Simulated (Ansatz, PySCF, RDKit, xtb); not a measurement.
CH4 (SMILES C) and C3H6 (SMILES C=CC) are pulled apart as rigid monomers along the line of their centres of mass, from the B3LYP-D3(BJ)/def2-TZVP minimum. Starting geometry (charge 0, multiplicity 1):
```tsv
atom	x (Å)	y (Å)	z (Å)
C	-0.1534	0.0077	0.5017
H	-1.1901	-0.2810	0.6712
H	0.2313	-0.5192	-0.3707
H	-0.1019	1.0818	0.3264
H	0.4421	-0.2475	1.3765
C	0.8952	-1.0104	4.3212
C	0.5085	0.2572	4.3874
C	-0.8665	0.7558	4.0770
H	0.2090	-1.7970	4.0271
H	1.9086	-1.3083	4.5573
H	1.2333	1.0105	4.6856
H	-0.8436	1.4818	3.2595
H	-1.5311	-0.0596	3.7892
H	-1.3018	1.2669	4.9405
```

Interaction energies with rigid monomers; basis-set methods are counterpoise corrected unless marked otherwise.

Frozen-core correlation. Rows in 6-31G* carry no dispersion term and start afresh at each structure (6-31G* with six Cartesian d functions). MP2/6-31G* freezes PySCF's default core.

Run with Ansatz (Gaussian basis) for Hartree–Fock, density functionals and correlated methods; PySCF for 6-31G* rows, the dispersion terms; RDKit for the force fields; xtb for the GFN methods. Each number belongs to the level named beside it.

```
H5···C7 (Å)  MMFF94 (kcal/mol)  GFN1-xTB (kcal/mol)  r2SCAN-D4/def2-TZVPPD (kcal/mol)  MP2/6-31G* (kcal/mol)  CCSD(T)/aug-cc-pVDZ (kcal/mol)
-----------  -----------------  -------------------  --------------------------------  ---------------------  ------------------------------
2.75                      0.86                -0.62                             -0.60                   0.78                           -0.25
3.05                     -0.34                -0.79                             -0.98                  -0.09                           -0.82
3.51                     -0.51                -0.61                             -0.76                  -0.30                           -0.71
4.26                     -0.24                -0.30                             -0.33                  -0.17                           -0.32
5.48                         …                -0.09                             -0.09                      …                           -0.09
```

Task: Some entries are withheld; supply them.

Result: 
- 5.48, MMFF94 (kcal/mol): -0.06
- 5.48, MP2/6-31G* (kcal/mol): -0.05

Ansatz is an electronic-structure program.
